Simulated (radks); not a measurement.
Spin polarisation of the 3s1 shell in the aluminium ion Al2+. Start: [Ne] 3s(up 0.5, down 0.5); electrons of 3s are moved from spin down to spin up, other shells keep equal spins. All-electron calculation, scalar-relativistic Kohn-Sham, PBE, spin-polarised, spherical densities, finite nucleus; Fermi nuclear charge, rms radius of each element as measured or else 0.836 A^(1/3) + 0.57 fm. Program: a radial shooting solver on a logarithmic mesh with Libxc functionals.

moment (Bohr magnetons),E - E(0) (eV),e(3s up) (eV),e(3s down) (eV),2p down minus up (eV),2s down minus up (eV),1s down minus up (eV)
0,0.000,-23.748,-23.748,0.000,0.000,0.000
0.25,-0.027,-23.958,-23.527,0.061,0.060,0.031
0.5,-0.107,-24.153,-23.305,0.122,0.120,0.062
0.75,-0.238,-24.329,-23.087,0.186,0.182,0.093

At moment 0.75 the spin-polarisation energy is -0.238 eV and the 3s exchange splitting 1.242 eV, that is 1.656 eV per Bohr magneton; E = -I m^2/4 would give I = 1.691 eV.
